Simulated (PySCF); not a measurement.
A structure optimised at PBE0-D3(BJ)/def2-SVP, used in a PySCF frequency run:

```
B
N 1 1.3837
H 2 1.0119 1 123.07
H 2 1.0121 3 114.06 1 180.00
C 1 1.5710 2 138.94 3 0.00
N 5 1.2927 1 94.18 2 180.00
H 5 1.1005 6 121.90 1 180.00
C 6 1.5011 5 97.34 7 180.00
H 8 1.1030 6 111.61 5 -119.81
H 8 1.1030 9 107.55 6 122.73
```
Charge 0, spin multiplicity 1.

### Question
Write its SMILES, formula and point group.

### Answer
NB1C=NC1, C₂H₅BN₂, Cs

### Question
What are its rotational constants (standard atomic weights)?

### Answer
12.605, 4.3843, 3.3211 GHz
